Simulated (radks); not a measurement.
Ionisation of the krypton ion Kr3+, [Ar] 3d10 4s2 4p3, to [Ar] 3d10 4s2 4p2 as the strength of local exchange is varied. Method: Dirac Kohn-Sham, Slater X-alpha exchange (alpha = 2/3 is LDA exchange), no correlation, spin-unpolarised, spherical densities, point nucleus; open shells fill j = l - 1/2 first; computed with a radial shooting solver on a logarithmic mesh with Libxc functionals.

alpha  E(Kr3+) (hartree)  exchange (hartree)  IE (eV)  -e of the level emptied (eV)  <r> of it (bohr)
0.667        -2781.18256           -88.75405   48.146                41.663 (4p3/2)             1.679
0.741        -2791.04539           -98.92219   49.461                42.939 (4p3/2)             1.660
0.748        -2791.98002           -99.88736   49.587                43.060 (4p3/2)             1.659
0.753        -2792.64779          -100.57711   49.676                43.147 (4p3/2)             1.657
0.812        -2800.53853          -108.73830   50.740                44.181 (4p3/2)             1.643
0.889        -2810.86728          -119.45054   52.145                45.548 (4p3/2)             1.625
0.937        -2817.32355          -126.16335   53.031                46.410 (4p3/2)             1.613
0.974        -2822.30946          -131.35616   53.719                47.081 (4p3/2)             1.605

NIST Atomic Spectra Database: 50.9 +/- 0.11 eV (measured). The Delta-SCF value meets it near alpha = 0.82. Spin polarisation and multiplet splitting are left out, so open shells lie too high by an amount that depends on their filling.

Beside tabulated values, note that spin-unpolarised runs miss the spin-polarisation part of the exchange energy of open shells.
